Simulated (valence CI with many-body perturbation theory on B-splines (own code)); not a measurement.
E1 line list for Pd33+

Calculated by configuration interaction combined with many-body perturbation theory (CI+MBPT): three valence electrons over a frozen Dirac-Fock core [Ne], a basis of 11 s, 11 p, 10 d, 8 f, 5 g, 2 h functions for each j, with the one-electron correlation potential Σ1 (screened to all orders), the two-electron term Σ2, the three-electron term Σ3, Breit, model QED; selected single and double excitations, second order for the rest, scaled by the run's own slope (own B-spline code, finite nucleus).

The last digits are not significant, and no measured levels were compared; by estimate large intervals hold to a few tenths of a per cent, small ones and those within an open d or f shell to about a per cent.

Lines 151 to 200 of 576 in falling wavelength, among levels below 996.13 eV, chosen from the strongest by gf and those to the six lowest levels. Wavelengths and rates use the calculated energies. Electric multipoles are in the length gauge, E1 and E2 with the static RPA response of the core. Weak lines are less certain than strong ones. Lines between different terms over intervals too small for the method are left out, as are lines whose strength nearly cancels. The highest levels of a list are the least certain.

Names give the largest LS component (configuration and term), which can be under half, so a name can repeat, a term be missing and a line seem to break the LS rules; names also repeat where a configuration has a term twice. Letters in brackets count levels of one name in rising energy.

| λ vac (Å) | Upper | Lower | A (s⁻¹) | S (a.u.) |
| --- | --- | --- | --- | --- |
| 101.0 | 3d3 2F_7/2 | 3p 3d2 2D°_5/2 [b] | 2.34e+10 | 9.49e-02 |
| 101.0 | 3p 3d2 4F°_9/2 | 3p2 3d 4D_7/2 | 1.21e+10 | 6.15e-02 |
| 100.9 | 3p 3d2 4D°_5/2 [b] | 3s 3d2 4P_5/2 | 2.02e+10 | 6.13e-02 |
| 100.9 | 3p 3d2 2P°_3/2 [b] | 3s 3d2 2S_1/2 | 3.94e+10 | 7.99e-02 |
| 100.8 | 3p 3d2 2F°_7/2 [a] | 3p2 3d 4F_9/2 | 1.85e+10 | 7.46e-02 |
| 100.6 | 3p 3d2 2F°_7/2 [a] | 3s 3d2 4F_5/2 [b] | 1.86e+10 | 7.48e-02 |
| 100.6 | 3s 3p 3d 2D°_3/2 [b] | 3s2 3d 2D_3/2 | 6.14e+10 | 1.24e-01 |
| 100.6 | 3p 3d2 2D°_5/2 [b] | 3s 3d2 2F_5/2 | 2.23e+10 | 6.73e-02 |
| 100.4 | 3p 3d2 2G°_9/2 [b] | 3s 3d2 2G_9/2 | 3.14e+10 | 1.57e-01 |
| 100.4 | 3s 3p 3d 2F°_7/2 [b] | 3s2 3d 2D_5/2 | 1.42e+11 | 5.69e-01 |
| 100.4 | 3d3 2D_5/2 [a] | 3p 3d2 2D°_3/2 [b] | 3.48e+10 | 1.04e-01 |
| 100.3 | 3p 3d2 2D°_3/2 [c] | 3p2 3d 2D_3/2 [b] | 1.93e+10 | 3.84e-02 |
| 100.3 | 3p 3d2 2G°_9/2 [a] | 3p2 3d 2F_7/2 [b] | 1.30e+10 | 6.47e-02 |
| 100.3 | 3s 3d2 2G_9/2 | 3s 3p 3d 2F°_7/2 [b] | 1.36e+11 | 6.77e-01 |
| 100.3 | 3p 3d2 4F°_7/2 | 3p2 3d 4D_7/2 | 1.13e+10 | 4.51e-02 |
| 100.2 | 3p 3d2 2G°_9/2 [b] | 3s 3d2 2G_7/2 | 3.99e+10 | 1.98e-01 |
| 100.1 | 3p 3d2 2F°_5/2 [a] | 3p2 3d 2G_7/2 | 1.57e+10 | 4.68e-02 |
| 100.1 | 3p3 4S°_3/2 | 3s 3p2 4P_5/2 | 2.45e+10 | 4.86e-02 |
| 99.99 | 3p2 3d 2F_5/2 [c] | 3s 3p 3d 2P°_3/2 [c] | 1.32e+11 | 3.91e-01 |
| 99.99 | 3p2 3d 4D_7/2 | 3s 3p 3d 4D°_7/2 | 2.55e+10 | 1.01e-01 |
| 99.90 | 3p 3d2 4F°_5/2 [a] | 3p2 3d 4P_3/2 [a] | 1.42e+10 | 4.19e-02 |
| 99.87 | 3d3 4P_5/2 | 3p 3d2 4S°_3/2 | 5.39e+10 | 1.59e-01 |
| 99.70 | 3p2 3d 2D_3/2 [b] | 3s 3p 3d 2P°_1/2 [b] | 7.90e+10 | 1.55e-01 |
| 99.68 | 3s 3d2 2G_7/2 | 3s 3p 3d 2F°_5/2 [b] | 1.44e+11 | 5.62e-01 |
| 99.51 | 3p 3d2 2G°_7/2 [a] | 3p2 3d 2G_7/2 | 1.44e+10 | 5.60e-02 |
| 99.49 | 3p2 3d 2P_3/2 [b] | 3s 3p 3d 2D°_3/2 [b] | 3.40e+10 | 6.62e-02 |
| 99.39 | 3d3 2G_7/2 | 3p 3d2 4P°_5/2 | 1.33e+10 | 5.16e-02 |
| 99.31 | 3s 3d2 2F_7/2 | 3s 3p 3d 2D°_5/2 [b] | 1.36e+11 | 5.26e-01 |
| 99.31 | 3p 3d2 2D°_5/2 [b] | 3s 3d2 2D_3/2 | 4.23e+10 | 1.23e-01 |
| 99.29 | 3s2 3d 2D_3/2 | 3s2 3p 2P°_3/2 | 8.98e+09 | 1.73e-02 |
| 99.16 | 3p 3d2 2D°_5/2 [a] | 3p2 3d 2F_7/2 [a] | 1.11e+10 | 3.19e-02 |
| 99.13 | 3d3 2D_5/2 [b] | 3p 3d2 2D°_5/2 [c] | 5.51e+10 | 1.59e-01 |
| 99.12 | 3d3 4F_5/2 | 3p 3d2 4F°_3/2 | 2.90e+10 | 8.37e-02 |
| 99.10 | 3p2 3d 2G_9/2 | 3s 3p 3d 4F°_7/2 | 2.90e+10 | 1.39e-01 |
| 99.05 | 3p 3d2 4S°_3/2 | 3s 3d2 4P_3/2 | 2.75e+10 | 5.27e-02 |
| 98.99 | 3d3 2H_11/2 | 3p 3d2 2H°_11/2 | 3.61e+10 | 2.07e-01 |
| 98.76 | 3p 3d2 4F°_3/2 | 3s 3d2 4F_3/2 | 3.06e+10 | 5.81e-02 |
| 98.74 | 3d3 4F_7/2 | 3p 3d2 4F°_5/2 [b] | 5.85e+10 | 2.22e-01 |
| 98.65 | 3p2 3d 4F_7/2 | 3s 3p 3d 4F°_5/2 [b] | 2.80e+10 | 1.06e-01 |
| 98.61 | 3d3 4F_9/2 | 3p 3d2 2F°_7/2 [a] | 5.20e+10 | 2.46e-01 |
| 98.49 | 3p2 3d 4P_5/2 | 3s 3p 3d 4F°_7/2 | 1.64e+10 | 4.63e-02 |
| 98.35 | 3p 3d2 2D°_5/2 [a] | 3p2 3d 2P_3/2 [a] | 1.74e+10 | 4.90e-02 |
| 98.33 | 3s 3p2 2D_3/2 | 3s2 3p 2P°_1/2 | 3.47e+10 | 6.51e-02 |
| 98.09 | 3d3 2F_7/2 | 3p 3d2 2F°_7/2 [b] | 3.17e+10 | 1.18e-01 |
| 98.01 | 3p 3d2 4G°_7/2 | 3p2 3d 2F_5/2 [a] | 2.08e+10 | 7.74e-02 |
| 98.01 | 3p2 3d 2F_5/2 [b] | 3s 3p 3d 2F°_5/2 [a] | 2.43e+10 | 6.77e-02 |
| 98.00 | 3p 3d2 2D°_3/2 [c] | 3p2 3d 2D_5/2 [b] | 3.23e+10 | 6.00e-02 |
| 97.98 | 3p 3d2 4F°_5/2 [b] | 3s 3d2 4F_5/2 [a] | 3.60e+10 | 1.00e-01 |
| 97.95 | 3s 3d2 2D_5/2 | 3s 3p 3d 2F°_7/2 [a] | 4.28e+10 | 1.19e-01 |
| 97.77 | 3d3 2D_3/2 [a] | 3p 3d2 4S°_3/2 | 2.22e+10 | 4.10e-02 |
